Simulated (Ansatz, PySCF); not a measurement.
Si(CF3)(Cl)2(H) (CHCl2F3Si), SMILES FC(F)(F)[SiH](Cl)Cl. Atoms are numbered in the order given.

```xyz
8

Si     0.5151    -0.5753     0.0000
Cl     1.4033     0.1696     1.6772
Cl     1.4033     0.1696    -1.6772
C     -1.3110     0.0264     0.0000
F     -1.4138     1.3623     0.0000
F     -1.9577    -0.4367    -1.0855
F     -1.9577    -0.4367     1.0855
H      0.5483    -2.0496     0.0000
```
Charge 0, spin multiplicity 1.

Geometry optimised at ωB97X-D3(BJ)/def2-SVP.

Two levels are set side by side: PBE-D3(BJ)/def2-SVP (Ansatz, a program for electronic structure) and ωB97X-D3(BJ)/def2-SVP (PySCF). Each level has its own optimised geometry; the coordinates shown are those of the second. Frequencies come from the Hessian of PySCF at each geometry. Differences are taken from unrounded values.

```json
[
 {"quantity": "mean bond length (Å)", "ωB97X-D3(BJ)": "1.644", "PBE-D3(BJ)": "1.660", "PBE-D3(BJ) minus ωB97X-D3(BJ)": "0.016"},
 {"quantity": "bond Si1–Cl2 (Å)", "ωB97X-D3(BJ)": "2.039", "PBE-D3(BJ)": "2.060", "PBE-D3(BJ) minus ωB97X-D3(BJ)": "0.021"},
 {"quantity": "bond Si1–Cl3 (Å)", "ωB97X-D3(BJ)": "2.039", "PBE-D3(BJ)": "2.060", "PBE-D3(BJ) minus ωB97X-D3(BJ)": "0.021"},
 {"quantity": "bond Si1–C4 (Å)", "ωB97X-D3(BJ)": "1.923", "PBE-D3(BJ)": "1.940", "PBE-D3(BJ) minus ωB97X-D3(BJ)": "0.018"},
 {"quantity": "bond C4–F5 (Å)", "ωB97X-D3(BJ)": "1.340", "PBE-D3(BJ)": "1.350", "PBE-D3(BJ) minus ωB97X-D3(BJ)": "0.010"},
 {"quantity": "bond C4–F6 (Å)", "ωB97X-D3(BJ)": "1.346", "PBE-D3(BJ)": "1.358", "PBE-D3(BJ) minus ωB97X-D3(BJ)": "0.012"},
 {"quantity": "bond C4–F7 (Å)", "ωB97X-D3(BJ)": "1.346", "PBE-D3(BJ)": "1.358", "PBE-D3(BJ) minus ωB97X-D3(BJ)": "0.012"},
 {"quantity": "bond Si1–H8 (Å)", "ωB97X-D3(BJ)": "1.475", "PBE-D3(BJ)": "1.491", "PBE-D3(BJ) minus ωB97X-D3(BJ)": "0.017"},
 {"quantity": "highest harmonic wavenumber (cm⁻¹)", "ωB97X-D3(BJ)": "2348", "PBE-D3(BJ)": "2229", "PBE-D3(BJ) minus ωB97X-D3(BJ)": "-119"},
 {"quantity": "mean harmonic wavenumber (cm⁻¹)", "ωB97X-D3(BJ)": "673", "PBE-D3(BJ)": "633", "PBE-D3(BJ) minus ωB97X-D3(BJ)": "-40"},
 {"quantity": "zero-point energy (kcal/mol)", "ωB97X-D3(BJ)": "17.31", "PBE-D3(BJ)": "16.30", "PBE-D3(BJ) minus ωB97X-D3(BJ)": "-1.02"}
]
```

GGA bonds tend to be longer and softer than those of functionals with exact exchange. Differences between two approximate levels are no errors against the true value.
